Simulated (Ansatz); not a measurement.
CH8GeOSi, SMILES `C[SiH2][GeH2][OH]`, relaxed with RKS PBE-D4/def2-SVP in Ansatz 0.2.0 from a rough embedded geometry. The force threshold is 0.03 eV/Å; the program also tests the step.

Charge 0, multiplicity 1.

Start:

```xyz
12

C    -0.604    1.631   -0.399
Si   -0.870   -0.153   -0.503
Ge    0.654   -1.180    0.883
O     2.284   -0.804    0.475
H    -0.738    2.046    0.621
H    -1.329    2.213   -1.095
H     0.422    1.916   -0.724
H    -0.676   -0.622   -1.835
H    -2.289   -0.468   -0.077
H     0.379   -0.725    2.355
H     0.421   -2.737    0.812
H     2.347   -1.118   -0.514
```

```
step  energy (eV)  largest force (eV/Å)  largest move (Å)
   1  -67581.9107                 3.264             0.000
   2  -67582.3498                 1.325             0.191
   3  -67582.4224                 0.363             0.139
   4  -67582.4466                 0.156             0.079
   5  -67582.4494                 0.094             0.024
   6  -67582.4508                 0.076             0.057
   7  -67582.4518                 0.028             0.067
   8  -67582.4524                 0.052             0.044
   9  -67582.4526                 0.033             0.031
  10  -67582.4528                 0.013             0.023
```

End:

```xyz
12

C    -0.594    1.702   -0.426
Si   -0.977   -0.152   -0.496
Ge    0.587   -1.285    0.929
O     2.247   -0.732    0.423
H    -0.825    2.111    0.577
H    -1.179    2.267   -1.179
H     0.486    1.863   -0.620
H    -0.776   -0.672   -1.899
H    -2.402   -0.445   -0.099
H     0.515   -0.818    2.408
H     0.503   -2.845    0.883
H     2.416   -0.994   -0.501
```

It took 85 s on 4 threads of an Intel Xeon on a shared host, with 0.18 GiB of host memory at the peak.
